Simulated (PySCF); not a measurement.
Titanium: a sound run and one with changed settings

Sound run: Ti [Ar] 3d2 4s2, Ti+ [Ar] 3d2 4s1. Calculation: PySCF 2.14, in def2-TZVP (6s4p4d1f, 45 functions); the non-relativistic Hamiltonian (point nucleus). The sound run starts from symmetry-adapted Hartree-Fock orbitals and uses a fine grid where one is needed.

A second run was set up differently.

```csv
species,method,sound run (hartree),changed run (hartree),converged
Ti,UHF,-848.39462,-848.39462,yes
Ti,r2SCAN,-849.29772,-849.29071,yes
Ti,PBE0,-849.14317,-849.09109,yes
Ti+,UHF,-848.19141,-848.19141,yes
Ti+,r2SCAN,-849.06367,-849.05653,yes
Ti+,PBE0,-848.90274,-848.84846,yes
```

Ionisation energy of Ti:

```tsv
method	sound run (eV)	changed run (eV)
UHF	5.530	5.530
r2SCAN	6.369	6.372
PBE0	6.542	6.602
```

Task: What was changed?
A. too few SCF iterations
B. a valence shell is frozen
C. radial grid too coarse
D. level shift left on

Result: C. It used radial step 0.8 in ln r (0.13 in the sound run). A coarse radial grid mis-integrates the density and the exchange-correlation energy, with errors of either sign; Hartree-Fock needs no grid.
